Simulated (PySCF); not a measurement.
A structure optimised at PBE0-D3(BJ)/def2-SVP (Å):
```
atom  x, y, z in Å
C1    -2.1929    0.3813    0.3164
Si2   -0.4451    0.4477    0.9756
S3     0.8627    0.7070   -0.7221
Si4    2.7408    0.8643    0.3074
H5    -2.4436    1.3181   -0.2035
H6    -2.3098   -0.4520   -0.3922
H7    -2.9069    0.2390    1.1425
H8    -0.0854   -0.8100    1.7005
H9    -0.2644    1.5897    1.9247
H10    3.0222   -0.3669    1.1059
H11    2.7533    2.0398    1.2294
H12    3.7832    1.0341   -0.7436
```

Charge 0, singlet.

(1) Which heavy atoms are bonded, and with what formal order?

(2) Which species is it?

(3) Classify the heavy atoms.

(4) What is the arrangement about Si4?

(5) What is the arrangement about C1?

Results:

(1) C1–Si2 1.87 Å (single); Si2–S3 2.16 Å (single); S3–Si4 2.15 Å (single). Bonds to hydrogen (Å): C1–H5 1.10; C1–H6 1.10; C1–H7 1.10; Si2–H8 1.50; Si2–H9 1.50; Si4–H10 1.49; Si4–H11 1.49; Si4–H12 1.49.

(2) `C[SiH2]S[SiH3]`, CH8SSi2. Among its features: Si–H bond and C–Si bond.

(3) C1: Si-methyl carbon; Si2: SiH2 silicon; S3: sulfur bonded to 2 Si; Si4: SiH3 silicon.

(4) It has 4 neighbours (S3, H10, H11, H12) and is tetrahedral (angles from 106.4° to 111.1°).

(5) It has 4 neighbours (Si2, H5, H6, H7) and is tetrahedral (angles from 108.4° to 110.7°).

The numbers are calculated, not measured.
